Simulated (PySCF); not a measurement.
Cobalt: a sound run and one with changed settings

Sound run: Co⁺ [Ar] 3d8, Co²⁺ [Ar] 3d7. Computed with PySCF 2.14 in x2c-TZVPall, with scalar relativity by spin-free X2C-1e. In the sound run the correlated levels freeze [Ar]. The sound run starts from symmetry-adapted Hartree-Fock orbitals and uses a fine grid where one is needed.

Changed run: basis STO-3G, all-electron and non-relativistic. This setting is unsound on purpose.

```tsv
species	method	sound run (hartree)	changed run (hartree)	converged
Co⁺	UHF	-1391.56509	-1364.93075	yes
Co⁺	BP86	-1393.16676	-1366.09033	yes
Co⁺	M06-2X	-1392.93570	-1365.92674	yes
Co⁺	MP2	-1391.79683	-1364.92939	yes
Co²⁺	UHF	-1391.04281	-1365.36838	yes
Co²⁺	BP86	-1392.50393	-1366.43629	yes
Co²⁺	M06-2X	-1392.31517	-1366.29303	yes
Co²⁺	MP2	-1391.18817	-1365.36885	yes
```

Ionisation energy of Co⁺:

| method | sound run (eV) | changed run (eV) |
| --- | --- | --- |
| UHF | 14.212 | -11.909 |
| BP86 | 18.036 | -9.414 |
| M06-2X | 16.885 | -9.967 |
| MP2 | 16.562 | -11.958 |
| SCS-MP2 | 16.443 | -11.957 |

A minimal basis cannot let orbitals breathe on ionisation and holds almost no correlation. The Hamiltonian changed with the basis, so the totals do not compare. A negative ionisation energy or a positive MP2 energy shows that the occupation asked for is not the lowest one in this basis.

For comparison, NIST gives 17.084 eV between the lowest levels.
